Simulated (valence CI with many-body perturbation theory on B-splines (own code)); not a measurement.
**Ta⁶⁰⁺: calculated level list**

Level of theory: configuration interaction combined with many-body perturbation theory (CI+MBPT): three valence electrons over a frozen Dirac-Fock core [Ne], radial functions for each j: 11 s, 11 p, 10 d, 8 f, 5 g, 2 h, with the one-electron correlation potential Σ1 (screened to all orders), the two-electron term Σ2, the three-electron term Σ3, Breit, model QED; selected single and double excitations, second order for the rest, scaled by the run's own slope (own B-spline code, finite nucleus).

The last digits are not significant, and no measured levels were compared; by estimate large intervals hold to a few tenths of a per cent, small ones and those within an open d or f shell to about a per cent.

Levels 1 to 45 of 157, with energies above the lowest level, (3s^2 3p1/2) J=1/2. "Leading %" is the weight of the configuration and term that name the level; weights of strongly mixed levels are sums over their largest components and can fall short, so below about 35 % the name and the second component can differ from the true leading terms, or belong to a minority configuration. In the jj column 3d3/2^4 stands for four electrons in 3d with j = 3/2.

```csv
No.,Configuration,Term,J,E (× 10³ cm⁻¹),Leading %,Second component,g,Leading jj
1,3s2 3p,2P°,1/2,0.00,100,,0.648,3s^2 3p1/2 (100 %)
2,3s 3p2,4P,1/2,1321.1,53,30 % 3s 3p2 2S,2.112,3s 3p1/2^2 (99 %)
3,3s2 3p,2P°,3/2,2748.0,99,,1.321,3s^2 3p3/2 (99 %)
4,3s 3p2,4P,3/2,3829.6,89,8 % 3s 3p2 2D,1.629,3s 3p1/2 3p3/2 (99 %)
5,3s 3p2,2D,5/2,3973.3,61,38 % 3s 3p2 4P,1.336,3s 3p1/2 3p3/2 (98 %)
6,3s 3p2,2D,3/2,4141.6,50,28 % 3s 3p2 2P,0.967,3s 3p1/2 3p3/2 (81 %)
7,3s 3p2,2P,1/2,4221.0,69,29 % 3s 3p2 4P,1.260,3s 3p1/2 3p3/2 (98 %)
8,3s2 3d,2D,3/2,4600.7,80,11 % 3s 3p2 2D,0.827,3s^2 3d3/2 (80 %)
9,3s2 3d,2D,5/2,5153.4,97,,1.196,3s^2 3d5/2 (97 %)
10,3p3,2P°,3/2,5437.9,28,20 % 3s 3p 3d 4F°,1.071,3p1/2^2 3p3/2 (58 %)
11,3s 3p 3d,4F°,3/2,5545.4,58,13 % 3p3 2P°,0.713,3s 3p1/2 3d3/2 (71 %)
12,3s 3p 3d,4F°,5/2,5643.5,43,30 % 3s 3p 3d 2F°,1.021,3s 3p1/2 3d3/2 (98 %)
13,3s 3p 3d,4D°,1/2,5853.2,58,36 % 3s 3p 3d 2P°,0.397,3s 3p1/2 3d3/2 (99 %)
14,3s 3p 3d,4D°,3/2,5904.4,33,20 % 3s 3p 3d 2P°,1.283,3s 3p1/2 3d3/2 (86 %)
15,3s 3p 3d,4P°,5/2,6266.6,38,31 % 3s 3p 3d 4D°,1.349,3s 3p1/2 3d5/2 (99 %)
16,3s 3p 3d,4F°,7/2,6377.8,43,34 % 3s 3p 3d 2F°,1.237,3s 3p1/2 3d5/2 (98 %)
17,3s 3p 3d,2F°,5/2,6459.8,51,21 % 3s 3p 3d 2D°,1.036,3s 3p1/2 3d5/2 (98 %)
18,3s 3p 3d,2D°,3/2,6499.2,37,36 % 3s 3p 3d 2P°,1.109,3s 3p1/2 3d5/2 (90 %)
19,3s 3p2,4P,5/2,6674.8,60,39 % 3s 3p2 2D,1.428,3s 3p3/2^2 (99 %)
20,3s 3p2,2S,1/2,6970.0,68,18 % 3s 3p2 4P,1.921,3s 3p3/2^2 (99 %)
21,3s 3p2,2P,3/2,7022.9,59,30 % 3s 3p2 2D,1.185,3s 3p3/2^2 (97 %)
22,3p2 3d,2D,3/2,7126.2,40,34 % 3p2 3d 4F,0.780,3p1/2^2 3d3/2 (97 %)
23,3p2 3d,2D,5/2,7862.5,33,20 % 3p2 3d 4D,1.191,3p1/2^2 3d5/2 (98 %)
24,3p3,2D°,5/2,8132.8,69,13 % 3s 3p 3d 2D°,1.171,3p1/2 3p3/2^2 (69 %)
25,3p3,4S°,3/2,8170.5,49,43 % 3p3 2D°,1.419,3p1/2 3p3/2^2 (92 %)
26,3p3,2P°,1/2,8304.8,81,14 % 3s 3p 3d 2P°,0.734,3p1/2 3p3/2^2 (81 %)
27,3s 3p 3d,4D°,3/2,8394.9,43,35 % 3s 3p 3d 4P°,1.287,3s 3p3/2 3d3/2 (97 %)
28,3s 3p 3d,4P°,1/2,8408.9,80,15 % 3s 3p 3d 4D°,2.147,3s 3p3/2 3d3/2 (95 %)
29,3s 3p 3d,4D°,5/2,8426.2,40,22 % 3s 3p 3d 4F°,1.221,3s 3p3/2 3d3/2 (79 %)
30,3s 3p 3d,4F°,7/2,8449.8,42,36 % 3s 3p 3d 2F°,1.230,3s 3p3/2 3d3/2 (94 %)
31,3s 3p 3d,2D°,3/2,8669.5,61,20 % 3s 3p 3d 4P°,0.984,3s 3p3/2 3d3/2 (88 %)
32,3s 3p 3d,2F°,5/2,8774.8,66,8 % 3s 3p 3d 4F°,0.960,3s 3p3/2 3d3/2 (90 %)
33,3s 3p 3d,2P°,1/2,8817.1,64,21 % 3s 3p 3d 4D°,0.609,3s 3p3/2 3d3/2 (86 %)
34,3s 3p 3d,4F°,9/2,8854.2,100,,1.321,3s 3p3/2 3d5/2 (100 %)
35,3s 3p 3d,2D°,5/2,9035.1,46,38 % 3s 3p 3d 4P°,1.339,3s 3p3/2 3d5/2 (97 %)
36,3s 3p 3d,2F°,7/2,9105.8,58,35 % 3s 3p 3d 4D°,1.237,3s 3p3/2 3d5/2 (94 %)
37,3s 3p 3d,2P°,3/2,9131.4,42,40 % 3s 3p 3d 2D°,1.148,3s 3p3/2 3d5/2 (89 %)
38,3s 3p 3d,2F°,7/2,9257.8,71,20 % 3s 3p 3d 4D°,1.196,3s 3p3/2 3d5/2 (99 %)
39,3s 3p 3d,2P°,1/2,9332.9,83,6 % 3s 3p 3d 4D°,0.711,3s 3p3/2 3d5/2 (93 %)
40,3s 3p 3d,2P°,3/2,9417.4,76,8 % 3s 3p 3d 4P°,1.300,3s 3p3/2 3d5/2 (98 %)
41,3s 3p 3d,2D°,5/2,9435.9,63,22 % 3s 3p 3d 2F°,1.113,3s 3p3/2 3d5/2 (94 %)
42,3p2 3d,2F,5/2,9663.8,49,36 % 3p2 3d 4F,0.941,3p1/2 3p3/2 3d3/2 (92 %)
43,3p2 3d,4F,3/2,9726.4,41,24 % 3p2 3d 4D,0.904,3p1/2 3p3/2 3d3/2 (98 %)
44,3p2 3d,4D,1/2,9748.5,81,16 % 3p2 3d 2P,0.168,3p1/2 3p3/2 3d3/2 (99 %)
45,3p2 3d,2G,7/2,9782.7,51,26 % 3p2 3d 2F,1.021,3p1/2 3p3/2 3d3/2 (95 %)
```

The ionisation energy to 3s2 1S_0 of the next ion comes out as 6503.2 eV (NIST: 6502 ± 10 eV (theoretical)). All 157 levels together are meant to be complete up to 25588 × 10³ cm⁻¹.
